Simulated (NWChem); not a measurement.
Molecule: AlH2Cl; SMILES [AlH2][Cl]

Program: NWChem. All runs use the structure optimised with PBE0/def2-SVP. Ions are spin-unrestricted doublets at the neutral geometry; other ion states weren't tried.

### Question
What does the run give for PBE0/def2-SVP? Quantities: vertical ionisation energy, ΔSCF (eV); −ε(HOMO) (eV).

### Answer
```json
{
  "vertical ionisation energy, ΔSCF (eV)": "10.88",
  "−ε(HOMO) (eV)": "8.49"
}
```
